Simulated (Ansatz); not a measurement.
Stepwise reaction of `[GeH3][SiH2][GeH2][SiH2][GeH2][GeH3]` with hydrogen, as a gas-phase model of exchange steps in deposition or etching. ΔE in kJ/mol.

Computed with Ansatz on PBE0-D4/def2-TZVP structures; ΔE is electronic, products minus reactants. CCSD(T)/CBS adds triple-zeta CCSD(T) − MP2 to the extrapolated MP2 energy (def2 sets, frozen cores). This one scheme is used for every species. DFT in def2-TZVPP. B3LYP here is the variant with VWN-RPA as its local correlation; programs differ in this. For Ge outer-core shells are correlated without core-valence functions, which leaves a few kJ/mol of doubt a bond. Scalar relativity is left out up to krypton. One conformer a species, not always the lowest.

```csv
step,reaction,PBE-D4,B3LYP-D4,ωB97M-V,CCSD(T)/CBS
1,`[GeH3][SiH2][GeH2][SiH2][GeH2][GeH3]` + H₂ → `[GeH3][SiH2][GeH2][GeH3]` + `[SiH3][GeH3]`,24.1,14.9,10.6,17.1
2,`[GeH3][SiH2][GeH2][GeH3]` + H₂ → `[GeH3][GeH3]` + `[SiH3][GeH3]`,18.9,8.8,5.2,12.4
```

Problem. By hand: ΔE of the 2 steps together at CCSD(T)/CBS.

Solution. (17.1) + (12.4) = 29.5 kJ/mol, or 14.8 kJ/mol a step.

In ΔE the steps differ by no more than 4.7 kJ/mol. All are uphill at CCSD(T)/CBS. PBE-D4 differs from CCSD(T)/CBS by 6.5 to 7.0 kJ/mol a step. Isolated molecules leave out the surface, adducts and barriers. Largest T1 diagnostic: 0.012.
